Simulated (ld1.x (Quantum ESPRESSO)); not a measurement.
## silicon (Si): excitation energies, all-electron against ultrasoft

| Item | Value |
| --- | --- |
| Element | Si |
| Generator | ld1.x (Quantum ESPRESSO) 7.5 |
| Type | ultrasoft |
| Functional | LDA (PZ) |
| Relativity | scalar-relativistic |
| Frozen core | [Ne] |
| Valence charge | 4 |
| Reference configuration | 3s1 3p3 |
| Partial waves | 3s (bound): rcut 1.30, rcutus 1.55 bohr; 3s channel at -0.35 Ry: rcut 1.30, rcutus 1.55 bohr; 3p (bound): rcut 1.90, rcutus 2.15 bohr; 3p channel at 2.5 Ry: rcut 1.90, rcutus 2.15 bohr |
| Local potential | all-electron potential smoothed inside 1.15 bohr (lloc = -1) |
| Core correction | a·sin(br)/r model core inside 0.90 bohr |
| Augmentation charge | built from norm-conserving waves at rcut, not smoothed further |

Energies are relative to the spin-unpolarised reference configuration 3s1 3p3; without spin polarisation the order of configurations can differ from experiment. Spin-polarised rows fill each open shell by Hund’s rule, majority spin first.

```json
{"valence configuration": "3s2 3p1", "charge": "+1", "ΔE all-electron (eV)": "1.022", "error AE − PS (meV)": "-4.9"}
{"valence configuration": "3s2 3p0", "charge": "+2", "ΔE all-electron (eV)": "17.137", "error AE − PS (meV)": "+11"}
{"valence configuration": "3s1 3p2", "charge": "+1", "ΔE all-electron (eV)": "8.436", "error AE − PS (meV)": "-9.5"}
{"valence configuration": "3s0 3p4", "charge": "0", "ΔE all-electron (eV)": "6.973", "error AE − PS (meV)": "-8.5"}
{"valence configuration": "3s2 3p1.5", "charge": "+0.5", "ΔE all-electron (eV)": "-3.842", "error AE − PS (meV)": "-4.5"}
{"valence configuration": "3s1 3p3 (spin-polarised)", "charge": "0", "ΔE all-electron (eV)": "-3.073", "error AE − PS (meV)": "+21"}
{"valence configuration": "3s2 3p2 (spin-polarised)", "charge": "0", "ΔE all-electron (eV)": "-7.418", "error AE − PS (meV)": "-1.9"}
```

Q: What are ΔE and the potential's error for 3s2 3p2?

A: ΔE = -6.807 eV all-electron; the error (AE − PS) is -6.1 meV.

Q: What are ΔE and the potential's error for 3s2 3p2.3?

A: ΔE = -7.763 eV all-electron; the error (AE − PS) is -8.2 meV.

Levels in the configuration 3s1 3p2:

```tsv
level	all-electron (eV)	pseudo (eV)
3s	-19.845	-19.878
3p	-12.375	-12.392
```

A Bessel basis up to 400 Ry misses an occupied level by 0.04 Ry, so cutoffs were not judged. Note: ghost state, extra bound levels that the all-electron valence spectrum of the same l lacks: s at -13.9 eV (other channels not judged).
